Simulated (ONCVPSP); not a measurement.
## What one change does to a pseudopotential (Au, ONCV)

- Element: Au (Z = 79)
- Generator: ONCVPSP 4.0.1
- Type: optimised norm-conserving Vanderbilt (ONCV)
- Functional: LDA (Perdew-Zunger)
- Relativity: fully relativistic
- Frozen core: [Xe] 4f14
- Valence charge: 11
- Reference configuration: 5d10 6p1
- Partial waves: s scattering state at 0.47 Ha: rc 2.60 bohr, ncon 3, nbas 7, qcut 1.9 1/bohr, 2 projectors, debl 3.7 Ha; 6p: rc 3.30 bohr, ncon 4, nbas 8, qcut 2.9 1/bohr, 2 projectors, debl 2.6 Ha; 5d: rc 1.90 bohr, ncon 5, nbas 10, qcut 9.7 1/bohr, 2 projectors, debl 3.2 Ha
- Local potential: polynomial inside 1.70 bohr (lpopt 5, dvloc0 1 Ha)
- Core correction: none

Open shells are filled in proportion to 2j + 1.

In the s channel the program set the typed energies aside and used 0.050, 3.750 Ha.

All-electron outer shells of the reference configuration (LDA (Perdew-Zunger), scalar-relativistic, ld1.x):

| shell | level (eV) | outermost node (bohr) | outermost maximum (bohr) |
| --- | --- | --- | --- |
| 5p | -62.22 | 0.52 | 0.96 |
| 5d | -9.19 | 0.56 | 1.21 |
| 6p | -2.01 | 1.32 | 3.34 |

Change: local potential polynomial inside 1.70 bohr (lpopt 5, dvloc0 -1 Ha).

Cutoffs: the cutoffs (Ha) at which the residual kinetic energy of the hardest occupied pseudo-wave falls to 1 and 0.1 mHa per electron; they do not see the model core or the augmentation charge, which bear on the density cutoff. Errors are all-electron minus pseudo energies relative to the spin-unpolarised reference configuration.

How do hardness, ghosts and transferability respond?

The potential gets neither clearly harder nor softer (22 Ha and 26 Ha → 22 Ha and 26 Ha); the lowest positive-energy flag moves from s at 55.2 eV to s at 28.2 eV; of the 4 tests that both files solve, the error grows in 2 and shrinks in 1 by more than 15 % and 0.3 meV (median size 28.7 → 37.7 meV); neither file shows a bound ghost.

| quantity | base | changed |
| --- | --- | --- |
| cutoff, loose | 22 Ha | 22 Ha |
| cutoff, tight | 26 Ha | 26 Ha |
| bound ghosts | none | none |
| GHOST(+) flags under 300 eV | s at 55.2 eV, p3/2 at 71.1 eV, p1/2 at 80.7 eV | s at 28.2 eV, p3/2 at 51.1 eV, p1/2 at 62.4 eV |
| error for 5d10 6s1 6p0, meV [ΔE -5.34 eV] | +55 | +73 |
| error for 5d10 6p0, meV [ΔE 4.45 eV] | -2.5 | -2.5 |
| error for 5d9 6p0, meV [ΔE 25.97 eV] | -0.9 | -0.6 |
| error for 5d9 6s2 6p0, meV [ΔE -3.72 eV] | +225 | +262 |
| s: phases at 2.63 bohr within 0.05 rad from the reference energy up to (Ha; the scan ends near 5) | 1.3 | 0.8 |
| p3/2: phases at 3.35 bohr within 0.05 rad from the reference energy up to (Ha; the scan ends near 5) | 1.2 | 1.2 |
| p1/2: phases at 3.35 bohr within 0.05 rad from the reference energy up to (Ha; the scan ends near 5) | 1.1 | 1.0 |
| d5/2: phases at 1.93 bohr within 0.05 rad from the reference energy up to (Ha; the scan ends near 5) | to the end of the scan | to the end of the scan |
| d3/2: phases at 1.93 bohr within 0.05 rad from the reference energy up to (Ha; the scan ends near 5) | to the end of the scan | to the end of the scan |

Base: These tests converged, but a pseudo level misses the all-electron one widely, so the file describes the atom poorly there or has found another state: 5d10 6s1 6p0: empty 6p by 6.4 eV; 5d9 6s2 6p0: empty 6p by 14.3 eV. Changed file: These tests converged, but a pseudo level misses the all-electron one widely, so the file describes the atom poorly there or has found another state: 5d10 6s1 6p0: empty 6p by 6.4 eV; 5d9 6s2 6p0: empty 6p by 14.3 eV.
